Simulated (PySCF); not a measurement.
# Ionisation energy of B²⁺ by level of theory

B²⁺ [He] 2s1 (2S) → B³⁺ 1s2 (1S), as a difference of total energies. Calculation: PySCF 2.14, in Sapporo-DZP-2012 (4s3p1d, 18 functions); scalar relativity by spin-free X2C-1e. The calculations carry no spin-orbit coupling.

```tsv
method	ionisation energy (eV)
UHF	37.798
BP86	38.065
M06-L	37.222
```

For comparison: 37.931 eV (measured; NIST Atomic Spectra Database, ionization energies).
